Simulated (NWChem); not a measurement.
System: CH$_{7}$GeN; SMILES [GeH2]([CH3])[NH2]

```xyz
10

Ge    -0.3520     0.0340     0.0000
C      0.6742    -1.6355     0.0000
N      0.6546     1.5766     0.0000
H     -1.2318     0.0961     1.2656
H     -1.2318     0.0961    -1.2656
H      1.3141    -1.6997    -0.8927
H      1.3141    -1.6997     0.8927
H     -0.0066    -2.5006     0.0000
H      1.2387     1.6982    -0.8234
H      1.2387     1.6982     0.8234
```
Atoms are numbered in this order, from 1.

All runs: NWChem. Geometry: optimised at PBE0/def2-SVP.

Question: Taking Hartree-Fock/pcseg-2 as the yardstick, which of these has the fewest basis functions while keeping “dipole (D)” within 0.2 D of it: Hartree-Fock/STO-3G; Hartree-Fock/pcseg-1; Hartree-Fock/aug-pcseg-1; Hartree-Fock/def2-SVP?

Answer: Hartree-Fock/pcseg-1.
| level | basis functions | dipole (D) |
|---|---|---|
| Hartree-Fock/STO-3G | 35 | 1.39 |
| Hartree-Fock/pcseg-1 | 90 | 1.72 |
| Hartree-Fock/def2-SVP | 95 | 1.77 |
| Hartree-Fock/aug-pcseg-1 | 145 | 1.66 |
| Hartree-Fock/pcseg-2 | 201 | 1.71 |

The yardstick is one finite set, not the basis-set limit.
